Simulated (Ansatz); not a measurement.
An input meant for `[C-]#[N+]CCCCCCCCCC=C` (charge 0, singlet).

```yaml
crystal:
  periodic: [false, false, false]
  atoms:
    - {symbol: C, position_ang: [-6.923822, -1.988886, 0.325425]}
    - {symbol: N, position_ang: [-5.843026, -1.625994, 0.651586]}
    - {symbol: C, position_ang: [-4.547089, -1.166125, 1.005551]}
    - {symbol: C, position_ang: [-3.935947, -0.243628, -0.058398]}
    - {symbol: C, position_ang: [-2.542324, 0.253575, 0.331225]}
    - {symbol: C, position_ang: [-1.914623, 1.172119, -0.723540]}
    - {symbol: C, position_ang: [-0.547657, 1.752601, -0.338489]}
    - {symbol: C, position_ang: [0.574437, 0.719976, -0.182424]}
    - {symbol: C, position_ang: [1.940708, 1.350850, 0.109953]}
    - {symbol: C, position_ang: [3.078590, 0.351251, 0.357277]}
    - {symbol: C, position_ang: [3.442810, -0.504030, -0.857994]}
    - {symbol: C, position_ang: [4.592424, -1.459284, -0.681531]}
    - {symbol: C, position_ang: [5.314244, -1.655207, 0.436100]}
    - {symbol: H, position_ang: [-3.892322, -2.049644, 1.171066]}
    - {symbol: H, position_ang: [-4.615435, -0.636237, 1.980881]}
    - {symbol: H, position_ang: [-3.891909, -0.791829, -1.023777]}
    - {symbol: H, position_ang: [-4.619810, 0.616853, -0.220727]}
    - {symbol: H, position_ang: [-2.599154, 0.797177, 1.301955]}
    - {symbol: H, position_ang: [-1.880254, -0.621555, 0.514091]}
    - {symbol: H, position_ang: [-2.618003, 2.008181, -0.931399]}
    - {symbol: H, position_ang: [-1.820625, 0.613826, -1.682551]}
    - {symbol: H, position_ang: [-0.244445, 2.493924, -1.110248]}
    - {symbol: H, position_ang: [-0.647064, 2.331924, 0.607785]}
    - {symbol: H, position_ang: [0.627215, 0.106527, -1.109716]}
    - {symbol: H, position_ang: [0.327830, 0.007037, 0.636127]}
    - {symbol: H, position_ang: [2.218724, 2.026192, -0.731216]}
    - {symbol: H, position_ang: [1.843602, 2.010195, 1.000552]}
    - {symbol: H, position_ang: [3.982433, 0.907515, 0.687505]}
    - {symbol: H, position_ang: [2.805124, -0.313804, 1.206958]}
    - {symbol: H, position_ang: [3.668257, 0.161604, -1.724775]}
    - {symbol: H, position_ang: [2.557637, -1.092994, -1.192615]}
    - {symbol: H, position_ang: [4.848303, -2.050246, -1.580701]}
    - {symbol: H, position_ang: [6.140013, -2.382916, 0.458752]}
    - {symbol: H, position_ang: [5.121154, -1.098970, 1.367300]}
basis:
  gaussian: {orbitals: def2-SVP}
magnetization: {spin_polarized: true, initial_magnetization: 0}
hamiltonian: {xc: {name: HF}}
correlation: {method: mp2, frozen_orbitals: {C: 0}}
output: {forces: true}
```

```sh
$ ansatz run in.yaml --threads 4 --pin off --events-out ev --progress --plain --max-ram 6963MiB
```

It prints (some lines left out):

```
Functional definition: HF
Error: "frozen_orbitals" has no count for N
```

Problem. What is wrong with this run?

Solution. Frozen orbitals are typed for one element alone, and the program wants a count for each (the count typed has to fit that element's core, too). The program refused the input.
